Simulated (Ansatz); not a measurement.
Consider the ligand exchange at the Si–N bond: `[SiH3]N[AsH2]` + `C=C(S)Cl` → `C=C(Cl)S[SiH3]` + `N[AsH2]`.

Program: Ansatz. Geometries: PBE0-D4/def2-TZVP. ΔE: electronic, gas phase. CCSD(T)/CBS is the MP2 limit (def2-TZVPP, def2-QZVPP) plus CCSD(T) − MP2 in def2-TZVPP, frozen cores. For As outer-core shells are correlated without core-valence functions, which leaves a few kJ/mol of doubt a bond. Scalar relativity is left out up to krypton. Each species was taken in one conformer, which may not be the lowest.

```
         species  MP2/def2-TZVPP energy (Eh)
 `[SiH3]N[AsH2]`                 -2581.73988
      `C=C(S)Cl`                  -935.22344
`C=C(Cl)S[SiH3]`                 -1225.47612
       `N[AsH2]`                 -2291.48700
```

Work out ΔE.

ΔE = (-1225.47612) + (-2291.48700) − (-2581.73988) − (-935.22344) = 0.00020 Eh = +0.01 eV. CCSD(T)/CBS gives 0.00 eV.

Largest T1 diagnostic among the species: 0.012.

In def2-TZVPP, CCSD(T) changes the Hartree–Fock value by −0.10 eV (the triples alone add −0.03 eV) and MP2 by −0.12 eV. From PBE to PBE0 (25 % exact exchange), in def2-TZVPP and without D4, ΔE moves by +0.03 eV.
